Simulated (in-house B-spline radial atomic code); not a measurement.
RPA and G0W0 on LDA exchange-only: Cl VIII (Cl7+)

Configuration [He] 2s2 2p6, mean-field start LDA exchange-only. Computed with a B-spline radial code for spherical atoms: all electrons, scalar-relativistic (spin-free one-electron X2C), finite nucleus, each spin shell either full or empty, empty states to l = 9 with an (l + 1/2)⁻⁴ tail; G0W0 by contour deformation at full frequency.

Command:
```bash
python run_gw.py task.json out
```
Settings (radii: box in bohr, nucleus in fm):
```
Z                        17
electrons                10
configuration            [He] 2s2 2p6
hamiltonian              x2c
method                   lda,
lmax                     9
rms_radius               3.3654
spin_polarised           False
box_radius               8.41
intervals                67
```

Cost of the run: 1.3 s on 1 thread of Arm Neoverse N1, on a shared host.

Energies (hartree):

```tsv
term	value
mean-field total	-444.07233
Hartree-Fock functional on these orbitals	-446.14373
direct second order	-0.67399
second-order exchange	0.23806
SOSEX correction	0.22546
```

What is the RPA correlation energy, and what remains with SOSEX?

RPA gives -0.62352 hartree (-1.7 eV per electron); RPA + SOSEX gives -0.39806, and the second-order doubles -0.43594 hartree (no singles). SOSEX takes back 36 % of the RPA value.

Quasi-particle levels (eV):

```tsv
level	occupied	mean field	Σx - vxc	Σc	QP weight	G0W0
2p	yes	-320.62	-30.62	?	?	?
2s	yes	-379.87	-40.64	4.94	0.973	-415.57
1s	yes	-2876.34	-127.51	31.52	0.874	-2972.33
3s	no	-119.69	6.20	-0.71	0.998	-114.20
```

G0W0 = mean field + (Σx - vxc) + Σc, with Σc (partial-wave tail included) taken at the quasi-particle energy.

Where does G0W0 put 2p?

At -349.00 eV, with Σc = 2.24 eV and a quasi-particle weight of 0.980. The tabulated removal energy is 348.306 ± 0.007 eV (NIST, measured); the calculation leaves out spin-orbit coupling, Breit and QED terms, and what these don't explain is the method's own error.
